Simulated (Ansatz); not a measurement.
A search over several starts for the lowest SCF solution of MoO2(NH2)2 (MoN₂O₂H₄) at the given spin, in a small basis.

```yaml
crystal:
  periodic: [false, false, false]
  atoms:
    - {symbol: Mo, position_ang: [0.540308, 0.000749, 0.372484]}
    - {symbol: N, position_ang: [-0.356902, 1.601404, -0.249358]}
    - {symbol: N, position_ang: [-0.356890, -1.602389, -0.242954]}
    - {symbol: O, position_ang: [0.479537, 0.004052, 2.067507]}
    - {symbol: O, position_ang: [2.103056, -0.000486, -0.286786]}
    - {symbol: H, position_ang: [-0.125569, 2.091915, -1.110692]}
    - {symbol: H, position_ang: [-1.079035, 2.094191, 0.271909]}
    - {symbol: H, position_ang: [-1.078751, -2.093334, 0.280414]}
    - {symbol: H, position_ang: [-0.125755, -2.096103, -1.102514]}
basis:
  gaussian: {orbitals: def2-SVP, initial_orbitals: start.molden}
hamiltonian: {xc: pbe0, dispersion: d4}
output: {orbitals: {seedname: orbitals}}
```

The file start.molden holds the orbitals of an earlier run on this structure, at another level or in another basis.

```sh
$ ansatz run in.yaml --threads 2 --pin off --events-out ev --progress --plain --max-ram 4352MiB
```

Output, abridged:

```
Functional definition: PBE0
1204 factors; their error is unknown
mean field evaluation 1: about -8984.9253 eV, gradient 4.1e0 eV
mean field evaluation 2: about -8984.9759 eV, gradient 6.1e-2 eV
mean field evaluation 4: about -8985.0035 eV, gradient 1.4e-4 eV
mean field evaluation 8: about -8964.9164 eV, gradient 1.0e2 eV
mean field evaluation 16: about -8984.9734 eV, gradient 2.1e-1 eV
mean field -8985.00352450 eV, -330.1927892711 hartree, gradient 1.4e-5 eV, S^2 0.000000; 1 other end points of the search recorded, 0 dependent functions left out
reference -8985.00358072 eV, -330.1927913374 hartree; 24, 24 occupied and 83, 83 virtual orbitals, 1204 factors
Total energy: -8985.18773470 eV, -330.1995588711 hartree
```

Hardware: 2 threads of Intel Xeon Platinum 8259CL on a shared host. Wall time 4.4 s.

In the def2 sets Mo takes a core potential; there is no spin–orbit coupling.
